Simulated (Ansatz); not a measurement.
How basis sets differ on CHBrCl2 (bromodichloromethane)

CHBrCl2: 5 atoms, total charge 0, spin state singlet. As SMILES, `ClC(Cl)Br`. The coordinates come from a PBE0-D4/def2-TZVP relaxation.

Quantity: the atomisation enthalpy at 298 K, in kJ/mol. The values are calculated. The thermal term (zero-point and 298 K enthalpy, harmonic and unscaled) is that of PBE0-D4/def2-TZVP; the spin-orbit lowering of the free atoms at 298 K, 21.6 kJ/mol by their spectra, is taken off.

Measured value to compare with: Active Thermochemical Tables gives the atomisation enthalpy at 298 K of the gas as 1341 kJ/mol.

```
                              level      kind  program  value (kJ/mol)  computed − measured  CPU time (all runs)
                 r2SCAN/aug-pcseg-0  meta-GGA   Ansatz            1129                 -212                9.3 s
r2SCAN/6-31G* (spherical functions)  meta-GGA   Ansatz            1333                   -8                 32 s
                 r2SCAN/aug-pcseg-1  meta-GGA   Ansatz            1325                  -16                 12 s
                 r2SCAN/aug-pcseg-2  meta-GGA   Ansatz            1349                   +8                 24 s
```

Nearest: r2SCAN/6-31G* (spherical functions) (-8 kJ/mol), r2SCAN/aug-pcseg-2 (+8 kJ/mol); farthest: r2SCAN/aug-pcseg-0 (-212 kJ/mol). All-electron rows without a relativistic Hamiltonian named are non-relativistic. Times are those of the runs behind each value, whatever else they computed, on shared processors of several kinds: orders of magnitude only.
